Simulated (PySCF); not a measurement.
A species of formula C4H10F2N2Si has this rotational fingerprint, computed with PBE0/pcSseg-1 in PySCF (dipole) on a GFN2-xTB geometry, gas phase:

* Rotational constants: A = 3510, B = 440.4, C = 425.9 MHz
* Dipole components: |μa| = 2.72 D, |μb| = 0.32 D, |μc| = 0.70 D
* Inertial defect: -104.81 u·Å²
* κ: -0.99

Question: Which structure is it? (One computed conformer of each.)
A. `[F:1][CH2:2][C@@H:3]1[CH2:4][NH:5][Si@H:6]([CH2:7][F:8])[NH:9]1` with F1–C2–C3–C4 178°, N5–Si6–C7–F8 173°, C2–C3–C4–N5 -84°, C3–C4–N5–Si6 -36°, C4–N5–Si6–C7 143°, N5–Si6–N9–C3 2°
B. `[NH2:1][SiH2:2][NH:3][CH2:4]/[CH:5]=[CH:6]/[CH:7]([F:8])[F:9]` with H–N1–Si2–N3 178° and -48°, N1–Si2–N3–C4 177°, Si2–N3–C4–C5 80°, N3–C4–C5–C6 -128°, C5–C6–C7–F8 0°

Answer: B. It is N[SiH2]NC/C=C/C(F)F, a near-prolate asymmetric top, point group C1. The candidates at the same level (rigid rotor, commonest isotopes):

```csv
SMILES,A (MHz),B (MHz),C (MHz),μa (D),μb (D),μc (D),Δ (u·Å²),point group,rotor
FC[C@@H]1CN[Si@H](CF)N1,1993,884.3,705.4,1.28,2.79,1.62,-108.68,C1,asymmetric top
N[SiH2]NC/C=C/C(F)F,3510,440.4,425.9,2.72,0.32,0.70,-104.81,C1,near-prolate asymmetric top
```

`FC[C@@H]1CN[Si@H](CF)N1` has B 101 % too high. No structure here is proved a minimum.
